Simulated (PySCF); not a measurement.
## Continuum solvent and chemical shifts

Atom-mapped SMILES (the numbers label the heavy atoms): `[F:1][CH:2]([F:3])[c:4]1[cH:5][cH:6][c:7]([CH:8]2[CH2:9][CH2:10]2)[n-:11]1`; H(Xn) means a hydrogen on atom n. Ha(C9), Ha(C10) are cis to C7 on the ring; Hb(C9), Hb(C10) are trans to C7 on the ring.

GIAO PBE0/pcSseg-1 in PySCF 2.14.0 with density-fitted response routines on one PBE0-D3(BJ)/def2-SVP conformer, non-relativistic, equivalent nuclei averaged. Solvents enter as an IEF-PCM continuum (chloroform with ε = 4.7, acetonitrile with ε = 35.7) around the gas-phase geometry. Shifts are referred to CFCl3, TMS computed in the same medium.

In chloroform, δ in ppm: F1/F3 -111.3, C7 143.4, C4 135.6, C2 124.6, C6 108.4, C5 105.5, C8 13.4, C9/C10 10.4, H(C2) 6.38, H(C5) 6.36, H(C6) 6.16, H(C8) 1.40, Ha(C9)/Ha(C10) 0.61, Hb(C9)/Hb(C10) 0.52. Dipole moment 2.91 D.

Q: How does each δ change in the more polar medium?

A: 
```csv
atoms,environment,"Δδ, acetonitrile"
F1/F3,fluorine of a CF2 group,+0.5
C7,substituted aromatic carbon next to a ring nitrogen,+1.6
C4,substituted aromatic carbon next to a ring nitrogen,+0.2
C2,"sp3 CH bonded to 2 F, on an aromatic ring",0.0
C6,aromatic CH,+0.7
C5,aromatic CH,+0.7
C8,three-membered-ring carbon,-0.2
C9/C10,three-membered-ring carbon,+0.6
H(C2),"hydrogen on an sp3 CH bonded to 2 F, on an aromatic ring",+0.06
H(C5),hydrogen on an aromatic CH,+0.10
H(C6),hydrogen on an aromatic CH,+0.14
H(C8),hydrogen on a three-membered-ring carbon,+0.12
Ha(C9)/Ha(C10),hydrogen on a three-membered-ring carbon,-0.11
Hb(C9)/Hb(C10),hydrogen on a three-membered-ring carbon,+0.21
```

Changes are relative to chloroform. The dipole moment becomes 3.21 D in acetonitrile.

Q: Which nuclei move most (in ppm), and what does the model miss?

A: C7 (substituted aromatic carbon next to a ring nitrogen, +1.6 ppm) in acetonitrile. A continuum only polarises the solute; specific hydrogen bonds, the anisotropy of aromatic solvents and changes of geometry or conformer are outside it, as are counter-ions.
